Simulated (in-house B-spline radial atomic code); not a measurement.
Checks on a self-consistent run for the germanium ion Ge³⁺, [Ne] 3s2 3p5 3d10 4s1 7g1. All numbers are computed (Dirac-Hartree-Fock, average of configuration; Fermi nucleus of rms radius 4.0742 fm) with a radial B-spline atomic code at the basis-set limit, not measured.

```tsv
orbital	q	ε (Eh)	<1/r>	<r²>	small-component weight
1s1/2	2	-413.50390	32.3899	0.00296967	0.013402
2s1/2	2	-55.74382	7.18353	0.051526	0.00262
2p1/2	2	-49.62977	7.10537	0.0403971	0.0025813
2p3/2	4	-48.44373	6.91448	0.041867	0.0025307
3s1/2	2	-9.46855	2.30637	0.438054	0.00060051
3p1/2	1.6667	-7.47954	2.18935	0.465146	0.00055618
3p3/2	3.3333	-7.31014	2.14676	0.478672	0.00054425
3d3/2	4	-3.72289	1.86447	0.575935	0.00042788
3d5/2	6	-3.69802	1.85292	0.582471	0.00042418
4s1/2	1	-2.13838	0.745974	3.44108	9.7868e-05
7g7/2	0.44444	-0.16341	0.0818693	284.102	4.3722e-06
7g9/2	0.55556	-0.16341	0.0818687	284.106	4.3722e-06
```

Electron-electron repulsion V_ee = 762.6894 hartree.

Q: What total energy follows from the eigenvalues?

A: The eigenvalues count the repulsion twice, so E = Σqε - V_ee = -1326.681 - 762.689 = -2089.371 hartree; the run printed -2089.371.

Q: Does the Dirac virial theorem hold?

A: For a point nucleus E = -2c²Σq·w, with w the small-component weight. Here Σq·w = 0.05563 and c = 137.0360, so the ratio E/(-2c²Σq·w) is 1.000012; the finite nucleus accounts for the departure from 1.

Q: What diamagnetic shielding (Lamb formula) and susceptibility (Langevin formula) do the radii give?

A: σ = (α²/3)Σq<1/r> = 155.836/(3·137.036²) = 2766.2 ppm, and χ = -0.79199×10⁻⁶·Σq<r²> = -235.2×10⁻⁶ cm³/mol with Σq<r²> = 296.95 bohr². Both are non-relativistic formulas without the paramagnetism of open shells.
